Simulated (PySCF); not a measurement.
The second ionisation energy along group 8

All values are computed (PySCF 2.14, energy differences of UHF-based or UKS calculations, no spin-orbit coupling). Values in eV. The last column holds reference values (NIST; (s) semi-empirical, (t) theoretical, else measured). Unmarked ones compare directly (S terms, centres of terms, or small fine structure); those marked * lie between the lowest fine-structure levels and include a spin-orbit shift.

```tsv
element	configurations	UHF	MP2 (valence)	SCS-MP2 (valence)	CCSD (valence)	SCS-MP2 (valence and next inner shell)	PBE0	reference
Fe (def2-TZVPPD, non-relativistic)	[Ar] 3d6 4s1 → [Ar] 3d6	15.115	15.651	15.420	15.665	15.687	16.282	16.199 *
Ru (def2-TZVPPD with the def2 core potential (28 electrons), ECP)	[Kr] 4d7 → [Kr] 4d6	14.972	16.329	16.486	16.262	16.333	16.762	16.76 ± 0.06 (s) *
Os (def2-TZVPPD with the def2 core potential (60 electrons), ECP)	[Xe] 4f14 5d6 6s1 → [Xe] 4f14 5d6	16.004	16.790	16.446	16.730	16.801	17.272	17 ± 1 (s) *
```

"Valence" correlates the outer s and p shells and, in groups 3 to 12 and the f block, the outer d or f shell, open or full, or the next shell where the ion has no valence electron left; the wider scheme adds the next inner shell.
